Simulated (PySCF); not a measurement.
From one molecule to another.

First species: C5H8Cl4Si.
SMILES with atom numbers: `[Cl:1][CH:2]([Cl:3])[C@@H:4]([Cl:5])[C@H:6]([Cl:7])[C@@H:8]1[CH2:9][SiH2:10]1` (hydrogens: H11 on C2; H12 on C4; H13 on C6; H14 on C8; H15, H16 on C9; H17, H18 on Si10)

Second species: C4H14O2Si3.
SMILES: `[SiH3]COC1(O[SiH3])C[SiH2]C1`

Levels: PBE0/pcSseg-1 for dipole moment, HOMO energy, LUMO energy and HOMO–LUMO gap; GFN2-xTB for rotational constant A and rotational constant C. Geometries: GFN2-xTB. All species are isolated and taken at one optimised geometry, non-relativistic unless stated. Electronic properties by PySCF.

The conformers computed, where there is a choice (atom-mapped SMILES and torsion angles):
- `[Cl:1][CH:2]([Cl:3])[C@@H:4]([Cl:5])[C@H:6]([Cl:7])[C@@H:8]1[CH2:9][SiH2:10]1`: Cl1–C2–C4–Cl5 59°, C2–C4–C6–Cl7 -60°, C4–C6–C8–C9 -82°
- `[SiH3:1][CH2:2][O:3][C:4]1([O:5][SiH3:6])[CH2:7][SiH2:8][CH2:9]1`: Si1–C2–O3–C4 163°, C2–O3–C4–O5 -61°, O3–C4–O5–Si6 -54°

Values for the first species:

| Property | Result |
| --- | --- |
| Dipole moment | 2.98 D |
| HOMO energy | -7.40 eV |
| LUMO energy | -0.22 eV |
| HOMO–LUMO gap | 7.18 eV |
| Rotational constant A | 0.941 GHz |
| Rotational constant C | 0.353 GHz |

Estimate the same properties for the second species, and the change in each.

```
             property      first     second  second less first
        dipole moment     2.98 D     0.54 D            -2.44 D
          HOMO energy   -7.40 eV   -7.85 eV           -0.45 eV
          LUMO energy   -0.22 eV    0.43 eV           +0.65 eV
        HOMO–LUMO gap    7.18 eV    8.28 eV           +1.10 eV
rotational constant A  0.941 GHz  1.147 GHz         +0.206 GHz
rotational constant C  0.353 GHz  0.501 GHz         +0.148 GHz
```

On the first: The dipole matches unit charges of opposite sign 0.62 Å apart (1 e·Å = 4.8032 D). A dipole of 2.98 D is allowed in C1, and pure rotational transitions are dipole-allowed.

On the second: In atomic units the dipole is 0.21 e·bohr (1 au = 2.5417 D).
